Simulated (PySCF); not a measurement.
## NMR data sheet: C2H6O3Si2

| Quantity | Value |
| --- | --- |
| Formula | C2H6O3Si2 |
| SMILES | C[Si@@H]1O[SiH2]C(=O)O1 |
| Point group of the computed structure | C1 |
| Degrees of unsaturation | 2 |
| Carbon signals | 2 |
| Proton signals | 4 |

Molfile (atoms numbered from 1):
```
C2H6O3Si2
     RDKit          3D

 13 13  0  0  0  0  0  0  0  0999 V2000
    2.2022   -0.3044   -0.1244 C   0  0  0  0  0  0  0  0  0  0  0  0
    0.5932    0.1056    0.7653 Si  0  0  2  0  0  4  0  0  0  0  0  0
   -0.5409   -1.0623    0.4907 O   0  0  0  0  0  0  0  0  0  0  0  0
   -1.9249   -0.6193   -0.2541 Si  0  0  0  0  0  4  0  0  0  0  0  0
   -1.3944    1.2269   -0.4553 C   0  0  0  0  0  0  0  0  0  0  0  0
   -1.9843    2.1457   -0.9488 O   0  0  0  0  0  0  0  0  0  0  0  0
   -0.1556    1.4006    0.0706 O   0  0  0  0  0  0  0  0  0  0  0  0
    2.0518   -0.4601   -1.1901 H   0  0  0  0  0  0  0  0  0  0  0  0
    2.9184    0.5011   -0.0018 H   0  0  0  0  0  0  0  0  0  0  0  0
    2.6439   -1.2051    0.2876 H   0  0  0  0  0  0  0  0  0  0  0  0
    0.6173    0.3369    2.1995 H   0  0  0  0  0  0  0  0  0  0  0  0
   -3.0285   -0.7656    0.6796 H   0  0  0  0  0  0  0  0  0  0  0  0
   -2.0027   -1.2997   -1.5364 H   0  0  0  0  0  0  0  0  0  0  0  0
  1  2  1  0
  2  3  1  0
  3  4  1  0
  4  5  1  0
  5  6  2  0
  5  7  1  0
  7  2  1  0
  1  8  1  0
  1  9  1  0
  1 10  1  0
  2 11  1  1
  4 12  1  0
  4 13  1  0
M  END
```

Equivalent nuclei averaged, no relativistic terms, a single conformation, no solvent. PBE0/pcSseg-1 with gauge-including orbitals; coordinates at the GFN2-xTB level; PySCF 2.14.

Chemical shifts δ = σref − σ; TMS for 1H (σref 31.72) and 13C (σref 186.93) and 29Si (σref 349.16); 17O (σref 336.08) vs H2O, all at this level.

```tsv
carbon	δC, type	δH (multiplicity)	HMBC from (2–3 bonds)	span of the C tensor (ppm)
C1	2.0, CH3	0.48 (d)	H11	19
C5	184.7, C	–	H11, H12, H13	166
```

Other nuclei:
```
atoms  nucleus                                                   environment  δ (ppm)  σ (ppm)
  H11       1H  hydrogen on a silicon bonded to C, 2 O, in a 5-membered ring     5.39    26.32
  H12       1H    hydrogen on a silicon bonded to C, O, in a 5-membered ring     4.85    26.86
  H13       1H    hydrogen on a silicon bonded to C, O, in a 5-membered ring     4.83    26.89
  Si2     29Si             silicon bonded to C, 2 O, H, in a 5-membered ring      0.6    348.6
  Si4     29Si             silicon bonded to C, O, 2 H, in a 5-membered ring    -51.4    400.6
   O6      17O                                               carbonyl oxygen    556.7   -220.6
   O7      17O                  oxygen bonded to C, Si, in a 5-membered ring    269.6     66.5
   O3      17O                   oxygen bonded to 2 Si, in a 5-membered ring     55.3    280.8
```

Carbon types of the structure: 1 × C, 1 × CH3, leaving 3 H on heteroatoms. δC 184.7: carbonyl carbon. δC 2.0: methyl carbon bonded to Si; an electropositive neighbour leaves it electron-rich and shielded. δH 5.39: hydrogen on a silicon bonded to C, 2 O, in a 5-membered ring. δH 4.85, 4.83: hydrogen on a silicon bonded to C, O, in a 5-membered ring. δH 0.48: hydrogen on a methyl carbon bonded to Si; an electropositive neighbour shields it, as in TMS itself.

Shifts are as computed. Against solution values, carbons near 30 ppm lie about +3 ppm off and those near 130 ppm about +5 ppm. Of 1309 compounds with measured shifts, 239 miss one by over three times the rms of a fit or turn the order of signals round; such compounds aren't used in these exercises. Unscaled 17O shifts of doubly bonded oxygen tend to come out too high, by tens of ppm or more. Experimental scales use liquid or dissolved standards, which lie at an offset from isolated H2O (liquid H2O: subtract about 36 ppm). No couplings were computed; multiplicities are counted from neighbouring protons, with m where these are inequivalent, close in shift, in a saturated or five-membered ring or joined by F or P, and br s for small geminal =CH2 splittings.
